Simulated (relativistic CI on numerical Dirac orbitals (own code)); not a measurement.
Electric-dipole transitions in In21+

These numbers are calculated, not measured: Dirac-Coulomb-Breit CI, KLI orbitals optimised for each configuration, model QED (radiative potential, 1s self-energy scaled to tabulated hydrogen-like ionisation energies), unscaled Slater integrals (own radial code, finite nucleus).

CI space (outside the closed core [Ne] 3s2): 3p6 3d10, 3p6 3d9 4s, 3p6 3d9 4p, 3p6 3d9 4d, 3p6 3d9 4f, 3p6 3d8 4s2, 3p5 3d10 4s, 3p6 3d8 4s 4p, 3p5 3d10 4p, 3p6 3d9 5s, 3p6 3d8 4p2, 3p6 3d9 5p, 3p6 3d8 4s 4d, 3p6 3d9 5d, 3p6 3d8 4p 4d, 3p5 3d10 4d. Levels of other configurations are missing.

```
λ vac (Å)                  Lower                    Upper   A (s⁻¹)  E lower (eV)  E upper (eV)
   16.348      3p6 3d10 1S_0 [1]  3p5 3d10 4d 1P°_1 [110]  5.98e+12         0.000       758.400
   19.565      3p6 3d10 1S_0 [1]    3p6 3d9 4f 1P°_1 [57]  1.12e+13         0.000       633.709
   19.655      3p6 3d10 1S_0 [1]    3p6 3d9 4f 1P°_1 [56]  2.48e+13         0.000       630.794
   49.238   3p6 3d9 4p 3F°_2 [8]    3p5 3d10 4p 3D_1 [82]  7.92e+11       462.100       713.907
   49.241  3p6 3d9 4p 3F°_3 [15]    3p5 3d10 4p 3D_2 [85]  7.09e+11       473.481       725.270
   49.310    3p6 3d9 4s 1D_2 [5]   3p5 3d10 4s 3P°_1 [59]  9.57e+11       419.782       671.222
   56.271  3p6 3d9 4p 3F°_4 [10]    3p5 3d10 4p 3D_3 [65]  3.26e+11       464.662       684.996
   56.377   3p6 3d9 4d 3G_5 [22]  3p5 3d10 4d 3F°_4 [107]  5.64e+11       536.802       756.722
   56.407   3p6 3d9 4d 3G_4 [19]  3p5 3d10 4d 3F°_3 [105]  5.88e+11       535.382       755.187
   56.464   3p6 3d9 4p 3P°_2 [6]    3p5 3d10 4p 3S_1 [60]  6.98e+11       453.830       673.410
   56.480    3p6 3d9 4s 3D_3 [2]   3p5 3d10 4s 3P°_2 [55]  6.67e+11       411.049       630.569
   56.609   3p6 3d9 4p 3F°_3 [7]    3p5 3d10 4p 3D_2 [61]  7.90e+11       454.815       673.834
   58.305  3p6 3d9 4p 3F°_4 [10]     3p6 3d9 5s 3D_3 [62]  5.26e+11       464.662       677.309
   149.23   3p6 3d9 4p 3P°_2 [6]     3p6 3d9 4d 3D_3 [23]  3.98e+10       453.830       536.913
   151.02   3p6 3d9 4p 3F°_3 [7]     3p6 3d9 4d 3D_3 [23]  4.97e+10       454.815       536.913
   151.40   3p6 3d9 4p 3P°_2 [6]     3p6 3d9 4d 3P_2 [20]  7.98e+10       453.830       535.720
   152.79   3p6 3d9 4p 3F°_2 [8]     3p6 3d9 4d 3G_3 [29]  8.74e+10       462.100       543.249
   153.89   3p6 3d9 4p 3F°_3 [7]     3p6 3d9 4d 3G_4 [19]  1.01e+11       454.815       535.382
   158.68   3p6 3d9 4p 3P°_2 [6]     3p6 3d9 4d 3S_1 [18]  7.73e+10       453.830       531.962
   164.99   3p6 3d9 4d 3G_3 [29]    3p6 3d9 4f 3H°_4 [49]  9.10e+10       543.249       618.398
   165.36   3p6 3d9 4d 3G_4 [19]    3p6 3d9 4f 3H°_5 [40]  9.09e+10       535.382       610.362
   165.73  3p6 3d9 4p 3F°_4 [10]     3p6 3d9 4d 3F_4 [26]  2.82e+10       464.662       539.475
   167.78   3p6 3d9 4d 3D_3 [24]    3p6 3d9 4f 1G°_4 [44]  5.23e+10       538.612       612.507
   168.06   3p6 3d9 4d 3D_2 [33]    3p6 3d9 4f 3F°_3 [52]  7.53e+10       546.446       620.222
   168.56   3p6 3d9 4d 3F_3 [34]    3p6 3d9 4f 3G°_4 [53]  7.76e+10       547.365       620.919
   168.95   3p6 3d9 4d 3G_4 [31]    3p6 3d9 4f 1H°_5 [50]  8.92e+10       545.651       619.034
   169.02   3p6 3d9 4d 3F_4 [26]    3p6 3d9 4f 3G°_5 [45]  7.52e+10       539.475       612.829
   169.34   3p6 3d9 4d 3G_5 [22]    3p6 3d9 4f 3H°_6 [39]  8.89e+10       536.802       610.017
   169.92  3p6 3d9 4p 1D°_2 [11]     3p6 3d9 4d 1D_2 [25]  4.63e+10       466.174       539.140
   171.16  3p6 3d9 4p 1D°_2 [11]     3p6 3d9 4d 3D_3 [24]  4.52e+10       466.174       538.612
   171.28  3p6 3d9 4p 3D°_2 [17]     3p6 3d9 4d 3F_3 [34]  6.63e+10       474.980       547.365
   171.79  3p6 3d9 4p 3F°_3 [15]     3p6 3d9 4d 3G_4 [31]  8.71e+10       473.481       545.651
   171.87  3p6 3d9 4p 3F°_4 [10]     3p6 3d9 4d 3G_5 [22]  8.68e+10       464.662       536.802
   171.88  3p6 3d9 4p 3D°_3 [13]     3p6 3d9 4d 3F_4 [26]  6.27e+10       467.340       539.475
   220.26    3p6 3d9 4s 3D_3 [2]    3p6 3d9 4p 3D°_3 [13]  2.02e+10       411.049       467.340
   223.94    3p6 3d9 4s 3D_2 [3]    3p6 3d9 4p 3D°_3 [13]  1.17e+10       411.974       467.340
   224.62    3p6 3d9 4s 1D_2 [5]    3p6 3d9 4p 3D°_2 [17]  1.80e+10       419.782       474.980
   228.75    3p6 3d9 4s 3D_2 [3]    3p6 3d9 4p 1D°_2 [11]  2.47e+10       411.974       466.174
   230.89    3p6 3d9 4s 1D_2 [5]    3p6 3d9 4p 3F°_3 [15]  2.84e+10       419.782       473.481
   231.26    3p6 3d9 4s 3D_3 [2]    3p6 3d9 4p 3F°_4 [10]  2.86e+10       411.049       464.662
   289.40    3p6 3d9 4s 3D_2 [3]     3p6 3d9 4p 3F°_3 [7]  8.92e+09       411.974       454.815
   289.81    3p6 3d9 4s 3D_3 [2]     3p6 3d9 4p 3P°_2 [6]  1.28e+10       411.049       453.830
   337.53  3p6 3d9 5p 3F°_3 [71]     3p6 3d9 5d 3G_4 [87]  2.93e+10       698.002       734.734
   375.54  3p6 3d9 5p 3F°_4 [72]     3p6 3d9 5d 3G_5 [89]  2.55e+10       702.394       735.409
   375.72  3p6 3d9 5p 3F°_3 [79]     3p6 3d9 5d 3G_4 [99]  2.55e+10       710.751       743.750
```

Terms are leading LS components. Brackets give the number of a level in order of energy, since labels repeat. The list gives strong lines, with weight on those to low levels, without lines whose two gauges differ by over a factor of 2.5, among the lowest 200 of 845 levels, so that lines to higher ones, which can be the strongest, are missing. Levels whose partners in the same complex of configurations lie outside the list can be far off, and so can their lines. Rates are taken at the computed energies, electric ones in the length gauge.

At this charge energies of transitions that change n are usually good to better than 1 %, and those within a shell (Δn = 0) to a few per cent.

LS names give the leading component of a level, which can be under half, so a name can repeat, a term be missing and a line seem to break the LS rules.
